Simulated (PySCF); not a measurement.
A series of related molecules.

All values: CAM-B3LYP/def2-SVPD (PySCF) at PBE0-D3(BJ)/def2-SVP geometries, gas phase, one conformer each. Core orbitals are frozen in the response; Δα² is half the sum of the squared differences of the principal polarisabilities. The calculation is non-relativistic, for germanium too.

Task: Rank by HOMO energy, lowest first.
A. `C#[C][GeH2][CH]1CCC1`
B. `C#[C][GeH2][c]1ccncc1`
C. `C#[C][GeH2][C](=O)C(F)(F)F`
D. `C#[C][GeH2][O][SiH3]`
E. `C#[C][GeH2][CH2]N`
F. `C#[C][GeH2][B](F)F`

Result: D (-9.69 eV), F (-9.49 eV), C (-9.32 eV), A (-9.00 eV), B (-8.85 eV), E (-8.40 eV).

Task: Rank by mean static polarisability, lowest first.
A. `C#[C][GeH2][CH]1CCC1`
B. `C#[C][GeH2][NH]C(C)=O`
C. `C#[C][GeH2][O][SiH3]`
D. `C#[C][GeH2][B](F)F`
E. `C#[C][GeH2][C](F)=C(F)F`
F. `C#[C][GeH2][c]1ccncc1`

Result: D (9.73 Å³), E (11.36 Å³), C (11.82 Å³), B (12.66 Å³), A (14.27 Å³), F (16.73 Å³).

Task: Rank by dipole moment, highest first.
A. `[CH:1]#[C:2][GeH2:3][CH:4]1[CH2:5][CH2:6][CH2:7]1` with C2–Ge3–C4–C5 -53°, Ge3–C4–C5–C6 140°, C4–C5–C6–C7 -19°, C5–C6–C7–C4 19°, Ge3–C4–C7–C6 -140°
B. `[CH:1]#[C:2][GeH2:3][C:4]([F:5])=[C:6]([F:7])[F:8]` with C2–Ge3–C4–F5 -103°
C. `[CH:1]#[C:2][GeH2:3][C:4](=[O:5])[C:6]([F:7])([F:8])[F:9]` with C2–Ge3–C4–O5 -28°
D. `[CH:1]#[C:2][GeH2:3][c:4]1[cH:5][cH:6][n:7][cH:8][cH:9]1` with C2–Ge3–C4–C5 163°
E. `[CH:1]#[C:2][GeH2:3][O:4][CH:5]([CH3:6])[CH3:7]` with C2–Ge3–O4–C5 39°, Ge3–O4–C5–C6 67°
F. `[CH:1]#[C:2][GeH2:3][NH:4][C:5]([CH3:6])=[O:7]` with C2–Ge3–N4–C5 69°, Ge3–N4–C5–C6 -179°

Result: F (3.35 D), C (2.32 D), D (1.90 D), B (1.54 D), E (1.37 D), A (0.98 D).

All values together:

| SMILES | formula | μ (D) | HOMO (eV) | LUMO (eV) | α (Å³) | Δα (Å³) | electrons | α per electron (Å³) | ΔSCF removal energy (eV) |
| --- | --- | --- | --- | --- | --- | --- | --- | --- | --- |
| C#[C][GeH2][n]1cccc1 | C6H7GeN | 2.08 | -7.38 | 0.48 | 15.03 | 6.51 | 82 | 0.183 | 8.06 |
| C#[C][GeH2][B](F)F | C2H3BF2Ge | 0.82 | -9.49 | -0.13 | 9.73 | 3.73 | 70 | 0.139 | 10.42 |
| C#[C][GeH2][CH2][SiH3] | C3H8GeSi | 0.70 | -9.37 | 0.77 | 13.57 | 3.70 | 72 | 0.188 | 10.18 |
| C#[C][GeH2][NH]C(C)=O | C4H7GeNO | 3.35 | -9.02 | 0.63 | 12.66 | 3.54 | 78 | 0.162 | 9.73 |
| C#[C][GeH2][c]1ccncc1 | C7H7GeN | 1.90 | -8.85 | -0.15 | 16.73 | 9.09 | 88 | 0.190 | 9.47 |
| C#[C][GeH2][C](F)=C(F)F | C4H3F3Ge | 1.54 | -9.03 | 0.54 | 11.36 | 3.44 | 86 | 0.132 | 9.93 |
| C#[C][GeH2][CH]1CCC1 | C6H10Ge | 0.98 | -9.00 | 1.04 | 14.27 | 3.00 | 78 | 0.183 | 9.67 |
| C#[C][GeH2][O][SiH3] | C2H6GeOSi | 1.38 | -9.69 | 0.24 | 11.82 | 3.37 | 72 | 0.164 | 10.51 |
| C#[C][GeH2][C](=O)C(F)(F)F | C4H3F3GeO | 2.32 | -9.32 | -1.11 | 11.86 | 4.69 | 94 | 0.126 | 10.11 |
| C#[C][GeH2][CH2]N | C3H7GeN | 1.57 | -8.40 | 0.96 | 10.93 | 3.45 | 64 | 0.171 | 9.31 |
| C#[C][GeH2][O]C(C)C | C5H10GeO | 1.37 | -9.18 | 0.61 | 13.55 | 2.99 | 80 | 0.169 | 9.81 |

Conformers: `[CH:1]#[C:2][GeH2:3][n:4]1[cH:5][cH:6][cH:7][cH:8]1` with C2–Ge3–N4–C5 138°; `[CH:1]#[C:2][GeH2:3][B:4]([F:5])[F:6]` with C2–Ge3–B4–F5 121°; `[CH:1]#[C:2][GeH2:3][CH2:4][SiH3:5]` with C2–Ge3–C4–Si5 60°; `[CH:1]#[C:2][GeH2:3][NH:4][C:5]([CH3:6])=[O:7]` with C2–Ge3–N4–C5 69°, Ge3–N4–C5–C6 -179°; `[CH:1]#[C:2][GeH2:3][c:4]1[cH:5][cH:6][n:7][cH:8][cH:9]1` with C2–Ge3–C4–C5 163°; `[CH:1]#[C:2][GeH2:3][C:4]([F:5])=[C:6]([F:7])[F:8]` with C2–Ge3–C4–F5 -103°; `[CH:1]#[C:2][GeH2:3][CH:4]1[CH2:5][CH2:6][CH2:7]1` with C2–Ge3–C4–C5 -53°, Ge3–C4–C5–C6 140°, C4–C5–C6–C7 -19°, C5–C6–C7–C4 19°, Ge3–C4–C7–C6 -140°; `[CH:1]#[C:2][GeH2:3][O:4][SiH3:5]` with C2–Ge3–O4–Si5 40°; `[CH:1]#[C:2][GeH2:3][C:4](=[O:5])[C:6]([F:7])([F:8])[F:9]` with C2–Ge3–C4–O5 -28°; `[CH:1]#[C:2][GeH2:3][CH2:4][NH2:5]` with C2–Ge3–C4–N5 -57°, Ge3–C4–N5–H -179° and 63°; `[CH:1]#[C:2][GeH2:3][O:4][CH:5]([CH3:6])[CH3:7]` with C2–Ge3–O4–C5 39°, Ge3–O4–C5–C6 67°.

Task: By how much does the ΔSCF value exceed −ε(HOMO) over the species that have both?

Result: By 0.62 to 0.94 eV, 0.77 eV on average, over 11 species.
